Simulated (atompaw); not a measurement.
Reading a pseudo-wave (lanthanum)

Columns: radius, all-electron u(r) and pseudo u(r) of the 6p shell (level -1.62 eV) of lanthanum in the configuration [Kr] 4d10 4f0 5s2 5p6 5d1 6s1.5 6p0.5; PBE, scalar-relativistic, PAW (atompaw) scheme, atompaw 4.2.0.5.

| r (bohr) | all-electron | pseudo |
| --- | --- | --- |
| 0.113 | -0.0057 | -0.0105 |
| 0.227 | -0.0748 | -0.0413 |
| 0.340 | 0.0157 | -0.0892 |
| 0.454 | 0.1003 | -0.1506 |
| 0.567 | 0.1160 | -0.2190 |
| 0.681 | 0.0760 | -0.2895 |
| 0.794 | 0.0101 | -0.3547 |
| 0.908 | -0.0596 | -0.4103 |
| 1.021 | -0.1188 | -0.4508 |
| 1.135 | -0.1626 | -0.4737 |
| 1.248 | -0.1891 | -0.4773 |
| 1.362 | -0.1996 | -0.4616 |
| 1.475 | -0.1962 | -0.4287 |
| 1.588 | -0.1814 | -0.3813 |
| 1.702 | -0.1576 | -0.3227 |
| 1.815 | -0.1274 | -0.2578 |
| 1.929 | -0.0924 | -0.1897 |
| 2.042 | -0.0549 | -0.1231 |
| 2.156 | -0.0157 | -0.0595 |
| 2.269 | 0.0236 | -0.0019 |
| 2.383 | 0.0628 | 0.0500 |
| 2.496 | 0.1006 | 0.0953 |
| 2.610 | 0.1373 | 0.1358 |
| 2.723 | 0.1719 | 0.1717 |
| 2.837 | 0.2048 | 0.2048 |
| 2.950 | 0.2354 | 0.2354 |

(1) How many radial nodes do the two functions have?

(2) Is the pseudo-wave norm-conserving?

Answers

(1) The all-electron 6p function has n − l − 1 = 4 (the table is too coarse to show those close to the nucleus); the pseudo-wave has 1, since 1 lower shell of the same l stays in the valence.

(2) No, it belongs to a PAW set: the norm inside the radius is not constrained, and the difference is carried by the augmentation charge.
